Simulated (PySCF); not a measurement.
Isomers of C6H14Si, mass 114.086 u with the commonest isotopes. Computed with PBE0/pcSseg-1 in PySCF (dipole) on a GFN2-xTB geometry, gas phase. One conformer each, none proved a minimum here; rigid rotors.

Problem. Order these by rotational constant A, largest first.
A. `[CH3:1][C@@H:2]1[CH2:3][Si@@H:4]([CH3:5])[C@@H:6]1[CH3:7]` with C1–C2–C3–Si4 -102°, C2–C3–Si4–C5 -130°, C3–Si4–C6–C7 138°, C1–C2–C6–Si4 99°
B. `[CH3:1][CH2:2][SiH2:3][CH2:4][CH:5]1[CH2:6][CH2:7]1` with C1–C2–Si3–C4 173°, C2–Si3–C4–C5 70°, Si3–C4–C5–C6 83°
C. `[CH3:1]/[CH:2]=[CH:3]/[C:4]([CH3:5])([CH3:6])[SiH3:7]` with C2–C3–C4–C5 136°

Solution. B (5239 MHz), A (3216 MHz), C (2948 MHz).

Problem. Order these by rotational constant C, largest first.
A. `[CH3:1][C@@H:2]1[CH2:3][Si@@H:4]([CH3:5])[C@@H:6]1[CH3:7]` with C1–C2–C3–Si4 -102°, C2–C3–Si4–C5 -130°, C3–Si4–C6–C7 138°, C1–C2–C6–Si4 99°
B. `[CH3:1]/[CH:2]=[CH:3]/[C:4]([CH3:5])([CH3:6])[SiH3:7]` with C2–C3–C4–C5 136°
C. `[CH3:1][CH2:2][SiH2:3][CH2:4][CH:5]1[CH2:6][CH2:7]1` with C1–C2–Si3–C4 173°, C2–Si3–C4–C5 70°, Si3–C4–C5–C6 83°

Solution. A (1247 MHz), B (1128 MHz), C (852.4 MHz).

Problem. Order these by rotational constant B, largest first.
A. `[CH3:1][CH2:2][SiH2:3][CH2:4][CH:5]1[CH2:6][CH2:7]1` with C1–C2–Si3–C4 173°, C2–Si3–C4–C5 70°, Si3–C4–C5–C6 83°
B. `[CH3:1][C@@H:2]1[CH2:3][Si@@H:4]([CH3:5])[C@@H:6]1[CH3:7]` with C1–C2–C3–Si4 -102°, C2–C3–Si4–C5 -130°, C3–Si4–C6–C7 138°, C1–C2–C6–Si4 99°
C. `[CH3:1]/[CH:2]=[CH:3]/[C:4]([CH3:5])([CH3:6])[SiH3:7]` with C2–C3–C4–C5 136°

Solution. B (1617 MHz), C (1255 MHz), A (879.5 MHz).

```
                     SMILES  point group  Ia (u·Å²)  Ib (u·Å²)  Ic (u·Å²)      κ  μa (D)  μb (D)  μc (D)
        C/C=C/C(C)(C)[SiH3]           C1     171.41     402.76     447.90  -0.86    0.37    0.38    0.07
             CC[SiH2]CC1CC1           C1      96.47     574.60     592.86  -0.99    0.08    0.46    0.41
C[C@@H]1C[Si@@H](C)[C@@H]1C           C1     157.15     312.54     405.35  -0.62    0.47    0.09    0.35
```
